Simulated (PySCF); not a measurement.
Parent: `[O:1]=[CH:2][SiH3:3]`, CH4OSi.

The calculation used PBE0-D3(BJ)/def2-SVP geometry optimisation, gas phase in PySCF. One conformer each, not checked by frequencies here.

| coordinate of the parent | value |
| --- | --- |
| O1=C2 | 1.205 Å |
| C2–Si3 | 1.937 Å |
| O1–C2–Si3 | 120.1° |

Question: How does the shared frame change in `[O:1]=[CH:2][SiH2:3][B:4]([Cl:5])[Cl:6]` with O1–C2–Si3–B4 -1°, C2–Si3–B4–Cl5 86°, CH3BCl2OSi? Atoms pair as O1 = O1, C2 = C2, Si3 = Si3 (parent first).

Answer: 
```csv
parent,relative,value in the relative,change
O1=C2,O1=C2,1.205 Å,0.000
C2–Si3,C2–Si3,1.943 Å,+0.006
O1–C2–Si3,O1–C2–Si3,121.6°,+1.5
```

Of the parent's bonds, C2–Si3 changes most (+0.006 Å). Bonds of the relative outside the shared frame: Si3–B4 2.019, B4–Cl5 1.745, B4–Cl6 1.745 Å.

Question: How does the shared frame change in `[O:1]=[CH:2][SiH2:3][CH:4]=[O:5]` with O1–C2–Si3–C4 87°, C2–Si3–C4–O5 96°, C2H4O2Si? Atoms pair as O1 = O1, C2 = C2, Si3 = Si3 (parent first).

Answer: 
| parent | relative | value in the relative | change |
| --- | --- | --- | --- |
| O1=C2 | O1=C2 | 1.205 Å | 0.000 |
| C2–Si3 | C2–Si3 | 1.937 Å | 0.000 |
| O1–C2–Si3 | O1–C2–Si3 | 121.1° | +1.0 |

No shared bond changes by more than 0.004 Å. Bonds of the relative outside the shared frame: Si3–C4 1.936, C4=O5 1.204 Å.

Question: How does the shared frame change in `[NH2:1][C:2](=[O:3])[SiH2:4][CH:5]=[O:6]` with H–N1–C2–O3 1° and 178°, N1–C2–Si4–C5 8°, C2–Si4–C5–O6 -9°, C2H5NO2Si? Atoms pair as O1 = O6, C2 = C5, Si3 = Si4 (parent first).

Answer: 
```csv
parent,relative,value in the relative,change
O1=C2,O6=C5,1.212 Å,+0.007
C2–Si3,C5–Si4,1.939 Å,+0.002
O1–C2–Si3,O6–C5–Si4,121.5°,+1.4
```

Of the parent's bonds, O1–C2 changes most (+0.007 Å). Bonds of the relative outside the shared frame: N1–C2 1.350, C2=O3 1.217, C2–Si4 1.926 Å.
